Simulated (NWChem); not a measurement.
Species: GeF cation, singlet

```xyz
2

F      0.0000     0.0000    -1.3323
Ge     0.0000     0.0000     0.3766
```
Atoms are numbered in this order, from 1.

Level: PBE-D3(BJ)/def2-SVP (NWChem), optimised geometry, unscaled harmonic frequencies. Low-valent species are run as closed-shell singlets; no triplet was tried in these runs.

Q: List the harmonic frequencies with IR intensities, and the thermochemistry.

A: 
```tsv
frequency (cm⁻¹)	IR intensity (km/mol)
770	56.2
```

| Item | Value |
|---|---|
| zero-point energy | 1.1 kcal/mol |
| thermal correction to the enthalpy at 298.15 K (with zero-point energy) | 3.2 kcal/mol |
| heat capacity Cv | 5.7 cal/(mol K) |
| entropy at 298.15 K and 1 atm (symmetry number 1) | 54.2 cal/(mol K) |

Rigid rotor and harmonic oscillator.
